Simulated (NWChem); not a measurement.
System meant: C$_{2}$H$_{7}$NTe; SMILES [Te](N)CC

The following NWChem deck was run.

```
start job
memory heap 200 mb stack 900 mb global 1100 mb
geometry units angstroms noautoz
  Te     0.301627    -0.604459    -0.159026
  C      0.505596     1.551572    -0.597203
  C     -0.327210     2.420177     0.332247
  H      0.233479     1.695546    -1.661516
  H      1.593960     1.745436    -0.496667
  H      0.001147     2.323883     1.386881
  H     -1.399318     2.133479     0.289176
  H     -0.262966     3.492047     0.046218
  N     -1.763989    -0.762744    -0.036309
  H     -2.191013    -0.446222    -0.917458
  H     -2.112350    -0.154436     0.717129
end
basis spherical
  Te library def2-svp
  C library def2-svp
  H library def2-svp
  N library def2-svp
end
ecp
  Te library def2-ecp
end
dft
  odft
  mult 2
  xc pbe0
  iterations 150
  mulliken
end
task dft energy
```

End of the output:

```
 ==============================================================================
                                 internuclear angles
 ------------------------------------------------------------------------------
        center 1       |       center 2       |       center 3       |  degrees
 ------------------------------------------------------------------------------
    2 C                |   1 Te               |   9 N                |   100.26
    1 Te               |   2 C                |   3 C                |   112.68
    1 Te               |   2 C                |   4 H                |   107.14
    1 Te               |   2 C                |   5 H                |   104.06
    3 C                |   2 C                |   4 H                |   112.24
    3 C                |   2 C                |   5 H                |   112.45
    4 H                |   2 C                |   5 H                |   107.76
    2 C                |   3 C                |   6 H                |   111.69
    2 C                |   3 C                |   7 H                |   110.95
    2 C                |   3 C                |   8 H                |   111.22
    6 H                |   3 C                |   7 H                |   107.48
    6 H                |   3 C                |   8 H                |   108.15
    7 H                |   3 C                |   8 H                |   107.15
    1 Te               |   9 N                |  10 H                |   109.81
    1 Te               |   9 N                |  11 H                |   109.58
   10 H                |   9 N                |  11 H                |   107.73
 ------------------------------------------------------------------------------
                            number of included internuclear angles:         16
 ==============================================================================

 Summary of "ao basis" -> "" (spherical)
 ------------------------------------------------------------------------------
       Tag                 Description            Shells   Functions and Types
 ---------------- ------------------------------  ------  ---------------------
 Te                         def2-svp                10       26   4s4p2d
 C                          def2-svp                 6       14   3s2p1d
 H                          def2-svp                 3        5   2s1p
 N                          def2-svp                 6       14   3s2p1d

                                 NWChem DFT Module
                                 -----------------

 Summary of "ao basis" -> "ao basis" (spherical)
 ------------------------------------------------------------------------------
       Tag                 Description            Shells   Functions and Types
 ---------------- ------------------------------  ------  ---------------------
 Te                         def2-svp                10       26   4s4p2d
 C                          def2-svp                 6       14   3s2p1d
 H                          def2-svp                 3        5   2s1p
 N                          def2-svp                 6       14   3s2p1d

  number of electrons :                   50
  multiplicity        :                    2
 ------------------------------------------------------------------------
  no. of electrons and multiplicity not compatible                  50
 ------------------------------------------------------------------------
 ------------------------------------------------------------------------
  current input line :
    32: task dft energy
 ------------------------------------------------------------------------
 ------------------------------------------------------------------------
 There is an error in the input file
 ------------------------------------------------------------------------
 For more information see the NWChem manual at https://nwchemgit.github.io

0: no. of electrons and multiplicity not compatible:Received an Error in Communication
```

Problem. Find the fault in this run and fix the input.

Solution. The input was rejected before any calculation. Cause: the multiplicity doesn't fit the number of electrons (an even count wants an odd multiplicity, and the reverse). This input runs:
```
start job
memory heap 200 mb stack 900 mb global 1100 mb
geometry units angstroms noautoz
  Te     0.301627    -0.604459    -0.159026
  C      0.505596     1.551572    -0.597203
  C     -0.327210     2.420177     0.332247
  H      0.233479     1.695546    -1.661516
  H      1.593960     1.745436    -0.496667
  H      0.001147     2.323883     1.386881
  H     -1.399318     2.133479     0.289176
  H     -0.262966     3.492047     0.046218
  N     -1.763989    -0.762744    -0.036309
  H     -2.191013    -0.446222    -0.917458
  H     -2.112350    -0.154436     0.717129
end
basis spherical
  * library def2-svp
end
ecp
  Te library def2-ecp
end
dft
  xc pbe0
  iterations 150
  mulliken
end
task dft energy
```
It converges to -402.91973 Ha (PBE0/def2-SVP with def2 effective core potentials on Te).
